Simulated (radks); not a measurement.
Values are calculated unless marked as measured or tabulated.
Ionisation ladder of samarium, from Sm XXIII to Sm XLIV. Each ion is in the ground configuration listed by NIST, and IE = E(next ion) - E(this ion). Level of theory: scalar-relativistic Kohn-Sham, PBE, spin-polarised, spherical densities, finite nucleus; open shells are filled with parallel spins first (spin-orbit coupling, left out, can overturn this in heavy ions); Fermi nuclear charge, rms radius 5.0819 fm (a radial shooting solver on a logarithmic mesh with Libxc functionals).

species         configuration  E (hartree)  IE, Delta-SCF (eV)  -e(HOMO) (eV)     HOMO  <r> HOMO (bohr)  IE, NIST (eV)       kind  error (eV)
Sm XXIII             [Kr] 4d4  -10221.6272              703.07         684.14    4d up            0.577            702     theory        +1.1
Sm XXIV              [Kr] 4d3  -10195.7898              741.75         722.59    4d up            0.571            742     theory        -0.3
Sm XXV               [Kr] 4d2  -10168.5311              780.87         761.51    4d up            0.565            782     theory        -1.1
Sm XXVI              [Kr] 4d1  -10139.8346              820.38         800.85    4d up            0.559            822     theory        -1.6
Sm XXVII                 [Kr]  -10109.6862              988.25         968.59       4p            0.545            976     theory       +12.2
Sm XXVIII   [Ar] 3d10 4s2 4p5  -10073.3687              1028.4         1008.8  4p down            0.541           1016     theory       +12.4
Sm XXIX     [Ar] 3d10 4s2 4p4  -10035.5770              1068.2         1048.8  4p down            0.537           1060     theory        +8.2
Sm XXX      [Ar] 3d10 4s2 4p3   -9996.3227              1120.2         1099.8    4p up            0.532           1103     theory       +17.2
Sm XXXI     [Ar] 3d10 4s2 4p2   -9955.1562              1161.7         1141.5    4p up            0.528           1180     theory       -18.3
Sm XXXII    [Ar] 3d10 4s2 4p1   -9912.4642              1202.8         1182.8    4p up            0.525           1226     theory       -23.2
Sm XXXIII       [Ar] 3d10 4s2   -9868.2607              1340.7         1320.2       4s            0.510           1332     theory        +8.7
Sm XXXIV        [Ar] 3d10 4s1   -9818.9895              1387.9         1367.1    4s up            0.506         1381.6  semi-emp.        +6.3
Sm XXXV             [Ar] 3d10   -9767.9850              2382.3         2334.4       3d            0.224           2371     theory       +11.3
Sm XXXVI             [Ar] 3d9   -9680.4383              2480.7         2432.3  3d down            0.221           2466     theory       +14.7
Sm XXXVII            [Ar] 3d8   -9589.2751              2580.2         2531.3  3d down            0.219           2569     theory       +11.2
Sm XXXVIII           [Ar] 3d7   -9494.4543              2680.7         2631.3  3d down            0.217           2676     theory        +4.7
Sm XXXIX             [Ar] 3d6   -9395.9397              2782.1         2732.3  3d down            0.215           2782     theory        +0.1
Sm XL                [Ar] 3d5   -9293.7010              2914.2         2862.4    3d up            0.212           2887     theory       +27.2
Sm XLI               [Ar] 3d4   -9186.6054              3020.7         2968.3    3d up            0.211           3028     theory        -7.3
Sm XLII              [Ar] 3d3   -9075.5976              3128.2         3075.3    3d up            0.209           3137     theory        -8.8
Sm XLIII             [Ar] 3d2   -8960.6388              3236.6         3183.4    3d up            0.207           3253     theory       -16.4
Sm XLIV              [Ar] 3d1   -8841.6949              3345.8         3292.2    3d up            0.205           3363     theory       -17.2

Reference values: NIST Atomic Spectra Database (exp. = measured, semi-emp. = semi-empirical, theory = theoretical value adopted there). The ionisation energy per charge of the ion left behind rises most, in proportion, at Sm XXXV ([Ar] 3d10), from 40.821 to 68.065 eV. Open shells are spherical and high-spin; term and fine-structure splittings are not resolved. Spin-orbit splitting is averaged out at the scalar-relativistic level.
